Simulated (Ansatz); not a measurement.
`N[SiH](F)Br` + H₂O → `N[SiH](O)Br` + H–F  (formal hydrolysis of the Si–F bond)

Gas-phase electronic energies from Ansatz, PBE0-D4/def2-TZVP geometries. CCSD(T)/CBS adds triple-zeta CCSD(T) − MP2 to the extrapolated MP2 energy (def2 sets, frozen cores). This one scheme is used for every species. DFT in def2-TZVPP. For Br outer-core shells are correlated without core-valence functions, which leaves a few kJ/mol of doubt a bond. Scalar relativity is left out up to krypton. One conformer a species, not always the lowest.

`N[SiH](F)Br`:

```xyz
7

N     0.684   -0.112    0.829
Si   -0.263    0.049   -0.555
F    -1.002   -1.287   -1.013
Br   -1.866    1.501   -0.120
H     0.293   -0.087    1.756
H     1.595   -0.540    0.801
H     0.559    0.476   -1.698
```

H₂O:

Z-matrix (Å, degrees):
```
O
H 1 0.960
H 1 0.960 2 105.1
```

`N[SiH](O)Br`:

Z-matrix (Å, degrees):
```
Si
O 1 1.631
Br 1 2.227 2 112.6
N 1 1.699 2 111.4 3 117.0
H 1 1.475 2 103.7 3 -115.7
H 2 0.960 1 116.8 3 -66.7
H 4 1.006 1 121.0 2 -145.9
H 4 1.007 1 121.4 2 61.0
```

H–F:

Cartesian coordinates in Å:
```
F 0.014 0.077 -0.453
H -0.014 -0.077 0.453
```

```csv
level,ΔE (eV)
r2SCANh-D4,0.41
r2SCAN0-D4,0.41
CAM-B3LYP-D4,0.43
PBE,0.41
RPA@PBE/def2-TZVPP,0.40
CCSD(T)/def2-SVP,0.42
CCSD(T)/def2-TZVPP,0.39
HF/CBS(def2),0.48
```

Q: What does CCSD(T)/CBS give? (Estimate.)

A: The calculation gave: +0.40 eV. The listed levels differ from it by 0.01, 0.01, 0.03, 0.01, 0.00, 0.02, -0.01, 0.08 eV.

Largest T1 diagnostic among the species: 0.009.

The D4 term adds −0.03 eV with B3LYP and −0.02 eV with PBE0; it sums over pairs of atoms, weighted by their polarisabilities, and B3LYP, whose exchange is more repulsive, gets the larger term. In def2-TZVPP, CCSD(T) changes the Hartree–Fock value by −0.07 eV (the triples alone add −0.01 eV) and MP2 by −0.09 eV.

B3LYP here is the variant with VWN-RPA as its local correlation; programs differ in this.
